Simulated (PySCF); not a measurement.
## CeS₂, singlet: data card

All numbers come from PySCF, PBE0, basis Ce def2-SVP with ECP28, S def2-SVP (scalar-relativistic core potentials, no spin–orbit coupling, density fitting).

The structure is a minimum.

Z-matrix (Å, degrees; charge 0 multiplicity 1):
```
Ce
S  1 2.3182
S  1 2.3182 2 128.57
```

```
Point group                                                                   : C2v
Bond lengths                                                                  : Ce–S 2.318 Å (×2)
Bond angles                                                                   : S–Ce–S 128.6°
Enthalpy at 298.15 K above 0 K                                                : 13.36 kJ/mol
Heat capacity Cp at 298.15 K                                                  : 52.5 J/(mol K)
Lowest empty level                                                            : -2.58 eV
Dipole moment                                                                 : 5.98 D
Highest occupied level                                                        : -6.25 eV
Rotational constants                                                          : 0.3796, 0.06044, 0.05214 cm⁻¹
Zero-point energy                                                             : 6.0 kJ/mol
Principal quadrupole moments (Buckingham, traceless) about the centre of mass : -22.33, 9.87, 12.45 D Å
Principal polarisabilities                                                    : 41.1, 50.2, 114.7 bohr³
Entropy at 298.15 K and 1 bar                                                 : 306.4 J/(mol K)
Rotational symmetry number                                                    : 2
```

Harmonic modes (masses in u: Ce 139.905, S 31.972):
```json
{"symmetry": "a1", "ω (cm⁻¹)": "56", "IR (km/mol)": "14.4", "type": "bend"}
{"symmetry": "a1", "ω (cm⁻¹)": "465", "IR (km/mol)": "17.7", "type": "stretch"}
{"symmetry": "b2", "ω (cm⁻¹)": "480", "IR (km/mol)": "198", "type": "stretch"}
```

In C2v the vibrations span 2a1 + b2. Here b1 is antisymmetric to the molecular plane and b2 lies in it.

Charges (e):
```tsv
atom	Mulliken	Löwdin	polar tensor	Mayer order to Ce1
Ce1	0.67	0.04	1.78	–
S2,3	-0.33	-0.02	-0.89	2.36
```

Mulliken populations on Ce1 (electrons outside its core potential): s 4.12, p 12.18, d 11.99, f 1.02.

Formally Ce is in oxidation state +4, with 0 electrons left for the f, d and s shells; the Mulliken f population is 1.02.

Stability towards spin polarisation was not tested. Only a few start shapes were tried, so a lower isomer may exist.

The final relaxation and frequency run took roughly 3 core-minutes on a shared host.
